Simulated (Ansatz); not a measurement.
Consider the alkene loss: `CCOBS` → `OBS` + `C=C`.

Program: Ansatz. Geometries: PBE0-D4/def2-TZVP. ΔE: electronic, gas phase. CBS: MP2 limit from def2 TZ/QZ plus the TZ coupled-cluster correction, frozen cores. This one scheme is used for every species. Functionals use def2-TZVPP. B3LYP here is the variant with VWN-RPA as its local correlation; programs differ in this. One conformer a species, not always the lowest.

(1) Is it downhill or uphill in electronic energy at CCSD(T)/CBS, and by how much? (An estimate is asked.)

(2) What do these levels give: PBE-D4, r2SCAN-D4, ωB97M-V, PBE, PBE0, B3LYP, CCSD(T)/def2-TZVPP, HF/def2-QZVPP, MP2/def2-QZVPP, SCS-MP2/def2-QZVPP, MP2/CBS(def2), CCSD/CBS(def2)? (Estimate.)

Largest T1 diagnostic among the species: 0.013.

Results:

(1) The calculation gave: Uphill: ΔE = +70.0 kJ/mol.

(2) Ansatz gave: PBE-D4 80.2, r2SCAN-D4 81.1, ωB97M-V 76.4, PBE 72.7, PBE0 81.8, B3LYP 58.9, CCSD(T)/def2-TZVPP 70.8, HF/def2-QZVPP 55.7, MP2/def2-QZVPP 76.1, SCS-MP2/def2-QZVPP 69.7, MP2/CBS(def2) 75.8, CCSD/CBS(def2) 69.7 kJ/mol.

From PBE to PBE0 (25 % exact exchange), in def2-TZVPP and without D4, ΔE moves by +9.1 kJ/mol. In def2-TZVPP, CCSD(T) changes the Hartree–Fock value by +15.0 kJ/mol (the triples alone add +0.3 kJ/mol) and MP2 by +20.7 kJ/mol. The D4 term adds +11.6 kJ/mol with B3LYP and +6.6 kJ/mol with PBE0; it sums over pairs of atoms, weighted by their polarisabilities, and B3LYP, whose exchange is more repulsive, gets the larger term.
